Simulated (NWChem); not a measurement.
Two isomers of C₃H₇FSi, each optimised at PBE0/def2-SVP with NWChem. Flexible species stand in one conformer each, which need not be the lowest. One or both are not confirmed as a minimum by frequencies.

A: F[C@H]1CC[SiH2]1
B: C/C=C(/F)[SiH3]

Task: Which is lower in energy, by how much, and how do their other properties compare?

Result: A is lower by 4.4 kcal/mol in electronic energy.
```tsv
	A	B
highest occupied level (eV)	-7.74	-7.13
orbital gap (eV)	8.29	6.95
dipole (D)	1.79	1.74
```
